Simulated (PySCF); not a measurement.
# Polarisability and C₆ of Cl³⁺ (chlorine, charge +3)

[Ne] 3s2 3p2, high-spin 3P determinant. Calculation: PySCF 2.14, in aug-cc-pVDZ-DK (5s4p2d, 27 functions); scalar relativity by spin-free X2C-1e. Coupled (time-dependent) response in atomic units; α is the mean over directions. A double-zeta set is small for polarisabilities.

```json
{"method": "UHF", "mean α (bohr³)": "4.402", "α xx, yy, zz": "4.706, 4.250, 4.250", "C₆ (like pair)": "11.94", "S(−4)": "8.026"}
{"method": "PBE", "mean α (bohr³)": "4.244", "α xx, yy, zz": "4.525, 4.103, 4.103", "C₆ (like pair)": "11.41", "S(−4)": "6.831"}
{"method": "PBE0", "mean α (bohr³)": "4.268", "α xx, yy, zz": "4.561, 4.121, 4.121", "C₆ (like pair)": "11.49", "S(−4)": "6.989"}
{"method": "MN15", "mean α (bohr³)": "4.316", "α xx, yy, zz": "4.538, 4.204, 4.204", "C₆ (like pair)": "11.13", "S(−4)": "8.302"}
{"method": "M06", "mean α (bohr³)": "4.229", "α xx, yy, zz": "4.470, 4.109, 4.109", "C₆ (like pair)": "11.11", "S(−4)": "7.222"}
```

S(−4) is the Cauchy moment in α(ω) = α(0) + S(−4) ω² + …

α(iu) at M06:

```
u (hartree)  α(iu) (bohr³)
          0          4.229
     0.0500          4.211
      0.100          4.159
      0.200          3.965
      0.300          3.689
      0.500          3.049
      0.750          2.312
       1.00          1.743
       1.50          1.036
       2.00         0.6666
       3.00         0.3349
       5.00         0.1333
```

A single London oscillator, α(iu) = α/(1 + u²/ω²), gives C₆ = (3/4) ω α². Matching the computed C₆ needs ω = 4 × 11.11 / (3 × 4.229²) = 0.828 hartree.

For an ion, C₆ is the dispersion term alone; charge-induced terms of lower order in 1/R come first.

The components differ because the open shell of this determinant is not spherical; for a pure term their mean is the scalar polarisability.
